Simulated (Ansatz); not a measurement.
Start from `C[O][Ge]([CH3])([F])[SH]` and change one atom or group to get `C[O][GeH]([F])[SH]`.

Ansatz, PBE0-D4/def2-TZVP geometries, multiplicity 1. Each molecule was computed in one conformer, which needn't be the lowest.

Scalar relativity is left out up to krypton.

| property | `C[O][Ge]([CH3])([F])[SH]` |
| --- | --- |
| size of the dipole moment (ωB97M-V/def2-TZVPP) / D | 0.92 |
| LUMO energy (B3LYP/def2-TZVPP) / eV | -0.20 |
| size of the dipole moment (PBE/def2-TZVPP) / D | 0.89 |
| HOMO energy (PBE0/def2-TZVPP) / eV | -7.74 |
| LUMO energy (PBE/def2-TZVPP) / eV | -0.91 |
| HOMO–LUMO gap (B3LYP/def2-TZVPP) / eV | 7.27 |

(1) What does the change do to each property? (An estimate is asked.)

## Answers

(1) Ansatz gave: 
```tsv
property	`C[O][GeH]([F])[SH]`	shift
size of the dipole moment (ωB97M-V/def2-TZVPP) / D	0.88	-0.04
LUMO energy (B3LYP/def2-TZVPP) / eV	-0.55	-0.35
size of the dipole moment (PBE/def2-TZVPP) / D	0.81	-0.08
HOMO energy (PBE0/def2-TZVPP) / eV	-7.96	-0.22
LUMO energy (PBE/def2-TZVPP) / eV	-1.24	-0.33
HOMO–LUMO gap (B3LYP/def2-TZVPP) / eV	7.15	-0.12
```

With PBE0 the HOMO falls by 0.22 eV and the LUMO falls by 0.35 eV, so the gap narrows by about 0.13 eV. PBE moves the HOMO by -0.22 eV and ωB97M-V by -0.21 eV. Dipoles are sizes alone; their direction can turn.

B3LYP here is the variant with VWN-RPA as its local correlation; programs differ in this.
